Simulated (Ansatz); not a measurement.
Geometry optimisation of BMe2(iBu) (C6H15B).

```yaml
crystal:
  periodic: [false, false, false]
  atoms:
    - {symbol: B, position_ang: [0.492750, 0.688470, 0.856920]}
    - {symbol: C, position_ang: [2.071090, 0.689810, 0.850460]}
    - {symbol: C, position_ang: [-0.263060, 2.073910, 0.899020]}
    - {symbol: C, position_ang: [-0.305200, -0.685220, 0.922470]}
    - {symbol: C, position_ang: [-0.769450, -1.237350, -0.443920]}
    - {symbol: C, position_ang: [0.418400, -1.515360, -1.360630]}
    - {symbol: C, position_ang: [-1.750360, -0.289770, -1.128560]}
    - {symbol: H, position_ang: [2.512920, -0.227390, 0.469160]}
    - {symbol: H, position_ang: [2.414280, 0.789480, 1.881090]}
    - {symbol: H, position_ang: [2.502760, 1.527260, 0.306650]}
    - {symbol: H, position_ang: [-1.347100, 1.995970, 0.913820]}
    - {symbol: H, position_ang: [0.013080, 2.704520, 0.054480]}
    - {symbol: H, position_ang: [0.034710, 2.631350, 1.787350]}
    - {symbol: H, position_ang: [-1.199690, -0.575920, 1.541710]}
    - {symbol: H, position_ang: [0.306920, -1.462790, 1.387110]}
    - {symbol: H, position_ang: [-1.287830, -2.187240, -0.260980]}
    - {symbol: H, position_ang: [0.928300, -0.588110, -1.610550]}
    - {symbol: H, position_ang: [0.083760, -1.985240, -2.283780]}
    - {symbol: H, position_ang: [1.129740, -2.181680, -0.877900]}
    - {symbol: H, position_ang: [-1.261660, 0.648960, -1.375270]}
    - {symbol: H, position_ang: [-2.598010, -0.078690, -0.480720]}
    - {symbol: H, position_ang: [-2.126330, -0.734970, -2.047900]}
basis:
  gaussian: {orbitals: def2-SVP}
hamiltonian: {xc: pbe, dispersion: d4}
scf: {lower_state_search: "off"}
output: {orbitals: {seedname: orbitals}}
relax: {f_tol: 0.02, max_steps: 100}
```

```sh
$ ansatz run in.yaml --threads 4 --pin off --events-out ev --progress --plain --max-ram 4787MiB
```

Output, abridged:

```
Functional definition: PBE
mean field -7127.82987369 eV, -261.9429164415 hartree, gradient 2.6e-6 eV, S^2 0.000000; 0 other end points of the search recorded, 0 dependent functions left out
relax step   1: F+E_penalty+E_count = -7128.32144165 eV  Δ(F+E_penalty+E_count) = +0.000e0 eV  max|allowed force component| = 7.852e-1 eV/Å  Δτ_max = 0.0000 Å  (18 SCF iters, accepted)
mean field -7127.96589867 eV, -261.9479152672 hartree, gradient 2.2e-6 eV, S^2 0.000000; 0 other end points of the search recorded, 0 dependent functions left out
relax step   2: F+E_penalty+E_count = -7128.45308509 eV  Δ(F+E_penalty+E_count) = -1.316e-1 eV  max|allowed force component| = 2.494e-1 eV/Å  Δτ_max = 0.0591 Å  (19 SCF iters, accepted)
mean field -7127.97861764 eV, -261.9483826807 hartree, gradient 2.0e-6 eV, S^2 0.000000; 0 other end points of the search recorded, 0 dependent functions left out
relax step   3: F+E_penalty+E_count = -7128.46521167 eV  Δ(F+E_penalty+E_count) = -1.213e-2 eV  max|allowed force component| = 2.075e-1 eV/Å  Δτ_max = 0.0512 Å  (19 SCF iters, accepted)
mean field -7127.98064726 eV, -261.9484572681 hartree, gradient 2.2e-6 eV, S^2 0.000000; 0 other end points of the search recorded, 0 dependent functions left out
relax step   4: F+E_penalty+E_count = -7128.46723312 eV  Δ(F+E_penalty+E_count) = -2.021e-3 eV  max|allowed force component| = 5.076e-2 eV/Å  Δτ_max = 0.0168 Å  (20 SCF iters, accepted)
mean field -7127.98213346 eV, -261.9485118848 hartree, gradient 2.3e-6 eV, S^2 0.000000; 0 other end points of the search recorded, 0 dependent functions left out
relax step   5: F+E_penalty+E_count = -7128.46889250 eV  Δ(F+E_penalty+E_count) = -1.659e-3 eV  max|allowed force component| = 1.528e-1 eV/Å  Δτ_max = 0.0865 Å  (18 SCF iters, accepted)
mean field -7127.98298861 eV, -261.9485433110 hartree, gradient 2.3e-6 eV, S^2 0.000000; 0 other end points of the search recorded, 0 dependent functions left out
relax step   6: F+E_penalty+E_count = -7128.46978356 eV  Δ(F+E_penalty+E_count) = -8.911e-4 eV  max|allowed force component| = 1.088e-1 eV/Å  Δτ_max = 0.0737 Å  (19 SCF iters, accepted)
mean field -7127.98381506 eV, -261.9485736824 hartree, gradient 2.2e-6 eV, S^2 0.000000; 0 other end points of the search recorded, 0 dependent functions left out
relax step   7: F+E_penalty+E_count = -7128.47052057 eV  Δ(F+E_penalty+E_count) = -7.370e-4 eV  max|allowed force component| = 6.855e-2 eV/Å  Δτ_max = 0.0100 Å  (20 SCF iters, accepted)
mean field -7127.98453119 eV, -261.9485999998 hartree, gradient 1.9e-6 eV, S^2 0.000000; 0 other end points of the search recorded, 0 dependent functions left out
relax step   8: F+E_penalty+E_count = -7128.47187776 eV  Δ(F+E_penalty+E_count) = -1.357e-3 eV  max|allowed force component| = 1.716e-2 eV/Å  Δτ_max = 0.1010 Å  (18 SCF iters, accepted)
mean field -7127.98231311 eV, -261.9485184868 hartree, gradient 1.7e-6 eV, S^2 0.000000; 0 other end points of the search recorded, 0 dependent functions left out
relax step   9: F+E_penalty+E_count = -7128.46953595 eV  Δ(F+E_penalty+E_count) = +2.342e-3 eV  max|allowed force component| = 2.836e-1 eV/Å  Δτ_max = 0.1464 Å  (18 SCF iters, rejected (line search))
mean field -7127.98618298 eV, -261.9486607018 hartree, gradient 1.8e-6 eV, S^2 0.000000; 0 other end points of the search recorded, 0 dependent functions left out
relax step  10: F+E_penalty+E_count = -7128.47266500 eV  Δ(F+E_penalty+E_count) = -7.872e-4 eV  max|allowed force component| = 4.678e-2 eV/Å  Δτ_max = 0.0523 Å  (19 SCF iters, accepted)
mean field -7127.98586217 eV, -261.9486489124 hartree, gradient 1.7e-6 eV, S^2 0.000000; 0 other end points of the search recorded, 0 dependent functions left out
relax step  11: F+E_penalty+E_count = -7128.47199118 eV  Δ(F+E_penalty+E_count) = +6.738e-4 eV  max|allowed force component| = 1.556e-1 eV/Å  Δτ_max = 0.0977 Å  (18 SCF iters, rejected (line search))
mean field -7127.98656595 eV, -261.9486747760 hartree, gradient 1.7e-6 eV, S^2 0.000000; 0 other end points of the search recorded, 0 dependent functions left out
relax step  12: F+E_penalty+E_count = -7128.47320485 eV  Δ(F+E_penalty+E_count) = -5.399e-4 eV  max|allowed force component| = 2.103e-2 eV/Å  Δτ_max = 0.0477 Å  (19 SCF iters, accepted)
mean field -7127.98670692 eV, -261.9486799563 hartree, gradient 1.6e-6 eV, S^2 0.000000; 0 other end points of the search recorded, 0 dependent functions left out
relax step  13: F+E_penalty+E_count = -7128.47347147 eV  Δ(F+E_penalty+E_count) = -2.666e-4 eV  max|allowed force component| = 4.817e-2 eV/Å  Δτ_max = 0.0489 Å  (19 SCF iters, accepted)
mean field -7127.98675793 eV, -261.9486818311 hartree, gradient 1.6e-6 eV, S^2 0.000000; 0 other end points of the search recorded, 0 dependent functions left out
relax step  14: F+E_penalty+E_count = -7128.47361306 eV  Δ(F+E_penalty+E_count) = -1.416e-4 eV  max|allowed force component| = 4.244e-2 eV/Å  Δτ_max = 0.0207 Å  (20 SCF iters, accepted)
mean field -7127.98677918 eV, -261.9486826118 hartree, gradient 1.4e-6 eV, S^2 0.000000; 0 other end points of the search recorded, 0 dependent functions left out
relax step  15: F+E_penalty+E_count = -7128.47381470 eV  Δ(F+E_penalty+E_count) = -2.016e-4 eV  max|allowed force component| = 2.389e-2 eV/Å  Δτ_max = 0.0395 Å  (19 SCF iters, accepted)
mean field -7127.98658825 eV, -261.9486755952 hartree, gradient 1.4e-6 eV, S^2 0.000000; 0 other end points of the search recorded, 0 dependent functions left out
relax step  16: F+E_penalty+E_count = -7128.47384103 eV  Δ(F+E_penalty+E_count) = -2.633e-5 eV  max|allowed force component| = 2.485e-2 eV/Å  Δτ_max = 0.0167 Å  (20 SCF iters, accepted)
mean field -7127.98665250 eV, -261.9486779563 hartree, gradient 7.9e-7 eV, S^2 0.000000; 0 other end points of the search recorded, 0 dependent functions left out
relax step  17: F+E_penalty+E_count = -7128.47387060 eV  Δ(F+E_penalty+E_count) = -2.957e-5 eV  max|allowed force component| = 6.155e-3 eV/Å  Δτ_max = 0.0021 Å  (13 SCF iters, accepted)
Total energy: -7128.47391039 eV, -261.9665843538 hartree
Atom 0 at     0.520515     0.680502     0.896931 Å, force    -0.000105     0.000200     0.002089 eV/Å
Atom 1 at     2.095068     0.667192     0.999590 Å, force     0.004004    -0.004372     0.001430 eV/Å
Atom 2 at    -0.225699     2.067941     0.792384 Å, force    -0.001186     0.000297    -0.000532 eV/Å
Atom 3 at    -0.277717    -0.695232     0.935693 Å, force    -0.001435     0.002363     0.000231 eV/Å
Atom 4 at    -0.758766    -1.215409    -0.452387 Å, force     0.001120    -0.001514    -0.006155 eV/Å
Atom 5 at     0.410288    -1.429063    -1.424216 Å, force     0.000092    -0.000807     0.002210 eV/Å
Atom 6 at    -1.839432    -0.328274    -1.084846 Å, force    -0.000281     0.002235     0.004209 eV/Å
Atom 7 at     2.570859    -0.219898     0.533028 Å, force    -0.000984     0.002502     0.001163 eV/Å
Atom 8 at     2.312997     0.574362     2.091996 Å, force    -0.000636     0.000851    -0.003026 eV/Å
Atom 9 at     2.604829     1.591020     0.658244 Å, force    -0.000518     0.000315     0.000187 eV/Å
Atom 10 at    -1.318321     2.045358     0.971986 Å, force    -0.000073     0.000466    -0.000197 eV/Å
Atom 11 at    -0.067861     2.443242    -0.246897 Å, force    -0.000037     0.000223     0.000856 eV/Å
Atom 12 at     0.237876     2.842529     1.441114 Å, force    -0.000059    -0.001104    -0.000803 eV/Å
Atom 13 at    -1.176277    -0.584555     1.584141 Å, force    -0.000042    -0.000010     0.000152 eV/Å
Atom 14 at     0.353348    -1.490470     1.391043 Å, force    -0.000103    -0.000005    -0.000795 eV/Å
Atom 15 at    -1.223024    -2.212164    -0.273253 Å, force     0.000587     0.001261     0.000151 eV/Å
Atom 16 at     0.893438    -0.465788    -1.696328 Å, force    -0.000928    -0.001749     0.000308 eV/Å
Atom 17 at     0.066881    -1.902791    -2.367001 Å, force     0.000437     0.000434     0.000158 eV/Å
Atom 18 at     1.194267    -2.079602    -0.984980 Å, force    -0.000022     0.000555    -0.000985 eV/Å
Atom 19 at    -1.441853     0.669297    -1.364785 Å, force    -0.001232    -0.002591     0.000204 eV/Å
Atom 20 at    -2.690602    -0.164976    -0.392303 Å, force     0.000783     0.000300    -0.001613 eV/Å
Atom 21 at    -2.240792    -0.793221    -2.009124 Å, force     0.000617     0.000149     0.000756 eV/Å
Dipole moment:     0.006673    -0.007751    -0.002984 e Å
Checks for a lower state left out: stability, starts, cluster_reference, orbital_swaps, neighbouring_geometries, increment
```

It took 34 s on 4 threads of Arm Neoverse V1 on a shared host.
